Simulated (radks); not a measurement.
Results of a calculation; reference values are marked as such.
Orbital eigenvalues (eV) of the phosphorus ion P+, [Ne] 3s2 3p2, at several levels of relativity; Dirac values are averaged over j with weights 2j + 1. Spin-unpolarised spherical Kohn-Sham, PBE, point nucleus unless stated (finite: rms radius 3.1889 fm), a radial shooting solver on a logarithmic mesh with Libxc functionals. A level marked "c x" has the speed of light scaled by that factor and shares open shells by 2j + 1; other Dirac levels either fill j = l - 1/2 first or share by 2j + 1.

shell       non-rel.  scalar-rel.  Dirac, 2j+1 shares  Dirac, c x 0.75  change of magnitude, last against first (%)
1s           -2088.7      -2095.0             -2094.8          -2099.7                                        +0.53
2s           -183.69      -184.63             -184.61          -185.33                                        +0.89
2p           -135.16      -135.15             -135.13          -135.10                                        -0.04
3s           -23.206      -23.287             -23.286          -23.349                                        +0.62
3p           -14.227      -14.215             -14.214          -14.205                                        -0.16
3d (empty)   -3.8873      -3.8742             -3.8745          -3.8645                                        -0.59
